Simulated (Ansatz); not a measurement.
Consider the formal hydrolysis of a C–Cl bond: `FC[SiH](F)CCl` + H₂O → `OC[SiH](F)CF` + HCl.

Gas-phase electronic energies from Ansatz, PBE0-D4/def2-TZVP geometries. CCSD(T)/CBS adds triple-zeta CCSD(T) − MP2 to the extrapolated MP2 energy (def2 sets, frozen cores). This one scheme is used for every species. DFT in def2-TZVPP. Each species was taken in one conformer, which may not be the lowest.

Task: Is it downhill or uphill in electronic energy at CCSD(T)/CBS, and by how much? (Best estimate.)

Result: Computed: Uphill: ΔE = +45.4 kJ/mol.

Task: What do these levels give: B97M-V, r2SCANh-D4, BHLYP-D4, LC-ωPBE, RPA@PBE/def2-TZVPP, MP2/def2-QZVPP? (Estimate.)

Result: The calculation gave: B97M-V 36.0, r2SCANh-D4 39.1, BHLYP-D4 38.5, LC-ωPBE 35.3, RPA@PBE/def2-TZVPP 35.8, MP2/def2-QZVPP 50.3 kJ/mol.

Task: What do rigid-rotor, harmonic-oscillator terms from PBE0-D4/def2-TZVP frequencies (298.15 K, 1 bar) make of the CCSD(T)/CBS value? (An estimate is asked.)

Result: The calculation gave: ΔZPE = -2.9 kJ/mol, ΔH = +41.8 kJ/mol, ΔS = -5 J/(mol·K), ΔG = +43.2 kJ/mol.

Largest T1 diagnostic among the species: 0.011.

Leaving LDA and LC-ωPBE aside and taking each functional with its dispersion term where it has one, the values, not all of them listed here, spread over 8.4 kJ/mol, from CAM-B3LYP-D4 to PBE-QIDH. At CCSD(T), def2-SVP lies −26.3 kJ/mol from the extrapolated value and def2-TZVPP −6.1 kJ/mol.
